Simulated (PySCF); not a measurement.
Si(Cl)3(SeH) (Cl3HSeSi), SMILES Cl[Si](Cl)(Cl)[SeH].

Coordinates come from a PBE0-D3(BJ)/def2-SVP optimisation. The structure was generated by enumeration, and PubChem lists no compound with its InChIKey, so it may never have been made. Other conformers were not sampled.

Two levels are set side by side: TDA-PBE/def2-SVPD (PySCF) and TDA-LC-ωPBE/def2-SVPD (PySCF). Vertical, same geometry. The lowest singlet is HOMO→LUMO 99 % with PBE and HOMO→LUMO 53 %, HOMO→LUMO+1 37 % with the other functional; states are paired by order. Differences are taken from unrounded values.

```csv
quantity,TDA-PBE
lowest singlet excitation (eV),4.65
lowest triplet excitation (TDA) (eV),4.31
first bright state (f over 0.05) (eV),6.75
its oscillator strength,0.22
```

Question: These are the TDA-PBE values. What does TDA-LC-ωPBE give? (The exact figures need the calculation; the answer reports its results.)

Answer: 
```csv
quantity,TDA-LC-ωPBE,TDA-PBE minus TDA-LC-ωPBE
lowest singlet excitation (eV),5.42,-0.77
lowest triplet excitation (TDA) (eV),4.93,-0.62
first bright state (f over 0.05) (eV),8.09,-1.34
its oscillator strength,0.25,-0.03
```

A lower first singlet is the usual sign of a functional without exact exchange. Differences between two approximate levels are no errors against the true value.

Rough cost on one machine, each run with all the roots and properties that it gave: TDA-LC-ωPBE against TDA-PBE about 4 times.
